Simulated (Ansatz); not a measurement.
**Li⁺ ··· HF**

The pair of Li⁺ (SMILES [Li+], atom 1) and HF (SMILES F, atoms 2–3), both closed shells, in one local arrangement (a lower one may exist), relaxed at PBE0-D4/def2-TZVP:

| atom | x (Å) | y (Å) | z (Å) |
| --- | --- | --- | --- |
| Li1 | -0.0579 | 0.1216 | -1.4983 |
| F2 | 0.0103 | -0.0215 | 0.2856 |
| H3 | 0.0476 | -0.1001 | 1.2128 |

Ansatz 0.2.0; basis: def2-TZVPPD, with def2-QZVPPD for the basis limit; cores frozen in the correlated methods. The outer core shell of Li, Na, Mg and K is correlated. B3LYP uses VWN-RPA correlation. Extrapolation: Hartree–Fock as exp(−7.88 √X), correlation as X^−2.97. Interaction energies count from these two fragments, frozen as in the pair, with the counterpoise correction; negative means bound.

**Question.** What is the interaction energy by CCSD(T) at an estimated basis limit (MP2 extrapolated from triple and quadruple zeta, plus CCSD(T) − MP2 in triple zeta)? (To be estimated.)

**Answer.** Computed: -94.3 kJ/mol. Hartree–Fock alone gives -101.1 kJ/mol at the basis limit. It counts from the two fragments frozen as in the pair.

The same quantity by other methods in triple zeta, and each one's difference from that estimate:
```
   method  E_int (kJ/mol)  difference
   PBE-D4           -93.7         0.5
revPBE-D4           -90.0         4.3
  BLYP-D4           -95.0        -0.7
r2SCAN-D4           -91.5         2.8
   B97M-V           -92.9         1.4
  PBE0-D4           -96.6        -2.3
 B3LYP-D4           -98.3        -4.0
 HSE06-D4           -96.6        -2.3
  wB97X-V           -94.3         0.0
  wB97M-V           -94.9        -0.6
   B2PLYP           -96.2        -1.9
       HF           -99.0        -4.8
      MP2           -90.3         4.0
     CCSD           -91.6         2.7
  CCSD(T)           -90.5         3.8
```
Differences are method less estimate.

**Question.** Which atoms make the shortest contact between the fragments?

**Answer.** Li1 and F2, 1.79 Å apart.

Basis-set superposition shift (counterpoise-corrected less uncorrected): CCSD(T) 1.2; MP2 1.1; HF 0.1; PBE0-D4 0.1; wB97M-V 0.2 kJ/mol.

T1 diagnostic: at most 0.011.

For scale, one of the runs: CCSD(T)/def2-TZVPPD, 79 basis functions, launched by `ansatz run in.yaml --threads 2 --pin off --events-out ev --progress --plain --max-ram 5222MiB`. Hardware: 2 CPU threads of an Intel Xeon 6975P-C, shared host. Wall time about 0.85 s.
